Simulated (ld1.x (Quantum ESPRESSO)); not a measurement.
**What one change does to a pseudopotential (Os, TM)**

* Element: osmium
* Generator: ld1.x (Quantum ESPRESSO) 7.5
* Type: norm-conserving Troullier–Martins (Kleinman–Bylander form)
* Functional: PBE
* Relativity: scalar-relativistic
* Frozen core: [Xe] 4f14
* Valence charge: 8
* Reference configuration: 5d6 6s2 6p0
* Partial waves: 6s (bound): rc 2.50 bohr; 6p (bound, empty): rc 3.75 bohr; 5d (bound): rc 1.30 bohr
* Local potential: all-electron potential smoothed inside 2.15 bohr (lloc = -1)
* Core correction: none

All-electron outer shells of the reference configuration (PBE, scalar-relativistic, ld1.x):

| shell | level (eV) | outermost node (bohr) | outermost maximum (bohr) |
| --- | --- | --- | --- |
| 4f | -51.98 | – | 0.40 |
| 5p | -50.84 | 0.55 | 1.03 |
| 5d | -6.25 | 0.60 | 1.36 |
| 6s | -6.15 | 1.20 | 2.48 |
| 6p | -1.27 | 1.44 | 3.56 |

Change: wave 5d (bound): rc 1.30 bohr becomes 5d (bound): rc 1.80 bohr.

Cutoffs: the cutoffs (Ry, on a coarse ladder) from which the occupation-weighted sum of valence levels, in a spherical-Bessel basis at the reference potential, stays within 10 and 1 mRy of its value at 400 Ry; they do not see the model core or the augmentation charge, which bear on the density cutoff. Errors are all-electron minus pseudo energies relative to the spin-unpolarised reference configuration.

What does the change do?

The potential gets softer (35 Ry and 60 Ry → 35 Ry and 45 Ry); both files keep a bound ghost (s); the errors of the 6 common tests hardly move. A larger radius leaves more room for a smooth pseudo-wave, so fewer plane waves are needed.

```tsv
quantity	base	changed
cutoff, loose	35 Ry	35 Ry
cutoff, tight	60 Ry	45 Ry
bound ghosts	s	s
tests counted (converged, no solver errors)	6 of 7	6 of 7
error for 5d6 6s1 6p0, meV [ΔE 9.58 eV]	-0.4	-0.5
error for 5d6 6s0 6p0, meV [ΔE 26.49 eV]	+37	+37
error for 5d5 6s0 6p0, meV [ΔE 55.34 eV]	+98	+98
error for 5d6 6s1.5 6p0, meV [ΔE 3.91 eV]	-1.4	-1.4
error for 5d6 6s0 6p2, meV [ΔE 10.45 eV]	+27	+27
error for 5d4 6s0 6p0, meV [ΔE 96.82 eV]	+74	+72
s: phases at 4.06 bohr within 0.05 rad from the reference energy up to (Ry; the scan ends near 5)	4.2	4.2
p: phases at 4.06 bohr within 0.05 rad from the reference energy up to (Ry; the scan ends near 5)	0.6	0.6
d: phases at 4.06 bohr within 0.05 rad from the reference energy up to (Ry; the scan ends near 5)	3.3	3.3
```

Base: Tests not counted: 5d5 6s2 6p1 (pseudo-atom not self-consistent, printed error -43 meV). These tests converged, but a pseudo level misses the all-electron one widely, so the file describes the atom poorly there or has found another state: 5d4 6s0 6p0: empty 6p by 3.6 eV (a node warning on the way). Changed file: Tests not counted: 5d5 6s2 6p1 (pseudo-atom not self-consistent, printed error -44 meV). These tests converged, but a pseudo level misses the all-electron one widely, so the file describes the atom poorly there or has found another state: 5d5 6s0 6p0: empty 6s by 3.6 eV (a node warning on the way); 5d4 6s0 6p0: empty 6p by 3.6 eV (a node warning on the way). A true bound ghost makes a file unfit for plane-wave use even where its test errors are small: the radial tests pick states by their node count and pass the ghost by.
